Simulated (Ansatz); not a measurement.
A CCSD(T) single point on CH4ClNOSi (`N[Si]1(Cl)CO1`).

```yaml
crystal:
  periodic: [false, false, false]
  atoms:
    - {symbol: N, position_ang: [0.700899, 0.862263, -1.246509]}
    - {symbol: Si, position_ang: [0.071630, -0.354106, -0.276340]}
    - {symbol: Cl, position_ang: [0.767292, -2.119149, -1.009303]}
    - {symbol: C, position_ang: [-0.533428, -0.253712, 1.406552]}
    - {symbol: O, position_ang: [-1.479068, -0.248535, 0.219665]}
    - {symbol: H, position_ang: [0.402136, 1.819952, -1.183126]}
    - {symbol: H, position_ang: [1.421556, 0.699436, -1.926605]}
    - {symbol: H, position_ang: [-0.588109, 0.678847, 1.964765]}
    - {symbol: H, position_ang: [-0.674509, -1.131195, 2.034000]}
basis:
  gaussian: {orbitals: def2-TZVPP}
correlation: {method: ccsd_t}
```

```sh
$ ansatz run in.yaml --threads 4 --pin off --events-out ev --progress --plain --max-ram 10444MiB
```

Log, shortened:

```
Functional definition: HF
  name "HF"
  cite "Fock, Z. Phys. 61, 126 (1930) doi:10.1007/BF01340294"
  parent pbe
  exchange = exact_x
  correlation = 0
1387 factors; integrals over basis functions are off by at most 1.1e-3 eV
mean field evaluation 1: about -24978.6784 eV, gradient 4.5e1 eV
mean field evaluation 2: about -24979.0078 eV, gradient 4.6e1 eV
mean field evaluation 4: about -24983.1317 eV, gradient 4.6e0 eV
mean field evaluation 8: about -24983.2046 eV, gradient 4.8e-1 eV
mean field -24983.20514639 eV, -918.1158549051 hartree, gradient 2.8e-6 eV, S^2 0.000000; 0 other end points of the search recorded, 0 dependent functions left out
13 core orbitals not correlated: weight in the atoms' cores, before any rotation towards them, 1.000 or more for the frozen orbitals, at most 0.000 for the correlated occupied ones
reference -24983.20514639 eV, -918.1158549051 hartree; 15, 15 occupied and 205, 205 virtual orbitals, 1387 factors
second order -24.90968865 eV of doubles, -0.00000000 eV of singles
cycle   1  -25.15204006 eV  change   -2.4e-1 eV  update   1.0e-1
cycle   2  -25.71311239 eV  change   -5.6e-1 eV  update   3.1e-2
cycle   3  -25.84713407 eV  change   -1.3e-1 eV  update   1.5e-2
cycle   4  -25.83566985 eV  change    1.1e-2 eV  update   3.6e-3
cycle   5  -25.83469527 eV  change    9.7e-4 eV  update   1.7e-3
cycle   6  -25.83553751 eV  change   -8.4e-4 eV  update   5.1e-4
cycle   7  -25.83527105 eV  change    2.7e-4 eV  update   2.0e-4
cycle   8  -25.83522736 eV  change    4.4e-5 eV  update   5.9e-5
cycle   9  -25.83524739 eV  change   -2.0e-5 eV  update   2.1e-5
perturbative correction -1.08969102 eV, -0.0400454064 hartree
Total energy: -25010.13008479 eV, -919.1053281412 hartree
```

Run time 75 s (4 threads of an Arm Neoverse V2 on a shared host); peak host memory 4 GiB.

The correlation energy is -26.925 eV, 4.0 % of it from (T); the T1 diagnostic reads 0.0115.
